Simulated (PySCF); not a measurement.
[HgH3]- (singlet). Method: PBE0 in PySCF with Hg def2-TZVPD with ECP60, H def2-TZVPD; scalar-relativistic core potentials, no spin–orbit coupling; density-fitted integrals.

Harmonic bands of its minimum:

| ω (cm⁻¹) | IR (km/mol, summed over degenerate members) | degeneracy |
| --- | --- | --- |
| 371 | 615 | 2 |
| 616 | 228 | 1 |
| 1500 | 1811 | 2 |
| 1607 | 0.0 | 1 |

The central atom is Hg. Infer the point group and assign the bands.

D3h. The modes span 2e' + a2'' + a1': 371 e', 616 a2'', 1500 e', 1607 a1'. The computed geometry has Hg–H 1.764 Å (×3); H–Hg–H 120.0° (×3).

Only a few start shapes were tried, so a lower isomer may exist. The lowest empty level of this anion is unbound, so it and the gap depend on the basis. With an element this heavy the missing spin–orbit coupling can shift these numbers.
